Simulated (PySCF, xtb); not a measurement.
C8H5FOS, SMILES c1oc(cc1)-c1sccc1F.

Coordinates come from a B3LYP-D3(BJ)/def2-SVP optimisation. This is a generated structure with no PubChem entry under its InChIKey; it may be hypothetical. Other conformers were not sampled.

Computed with C-PCM-ωB97X/def2-SVP in PySCF 2.14.0.

The values are the electrostatic part of the solvation free energy, E(continuum) − E(gas) at the gas-phase geometry, in a cavity of scaled van der Waals radii (PySCF's table); cavitation and dispersion terms are not included. In vacuum the orbital gap is 8.73 eV. The dipole moment in vacuum is 1.25 D.

```json
[
 {"solvent": "water", "ε": "78.36", "ΔG(elec) (kcal/mol)": "-4.9", "dipole (D)": "1.75", "gap (eV)": "8.75"},
 {"solvent": "tetrahydrofuran", "ε": "7.43", "ΔG(elec) (kcal/mol)": "-4.2", "dipole (D)": "1.67", "gap (eV)": "8.75"},
 {"solvent": "chlorobenzene", "ε": "5.70", "ΔG(elec) (kcal/mol)": "-4.0", "dipole (D)": "1.64", "gap (eV)": "8.75"}
]
```

For comparison, GFN2-xTB/ALPB(water) (xtb, at the GFN2-xTB geometry, all terms of that model) gives -1.6 kcal/mol.
